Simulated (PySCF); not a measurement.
**Ionisation energy of Cr²⁺ by level of theory**

Cr²⁺ [Ar] 3d4 (5D) → Cr³⁺ [Ar] 3d3 (4F), as a difference of total energies. Calculation: PySCF 2.14, in x2c-SVPall; the spin-free X2C one-electron Hamiltonian (Gaussian nucleus). Correlated levels: valence: [Ar] frozen. The calculations carry no spin-orbit coupling.

```
           method  ionisation energy (eV)
              UHF                  30.172
              PBE                  32.091
           r2SCAN                  31.603
    MP2 (valence)                  30.560
SCS-MP2 (valence)                  30.301
```

Problem. How much does correlation contribute at MP2 (valence)?

Solution. 30.560 − (30.172) = 0.388 eV, measured against UHF.

The reference lies between the lowest fine-structure levels, while these numbers refer to the centres of the terms.

Errors of the correlated levels include the incompleteness of this basis and the frozen core.

For comparison: 30.959 ± 0.025 eV (measured; NIST Atomic Spectra Database, ionization energies).
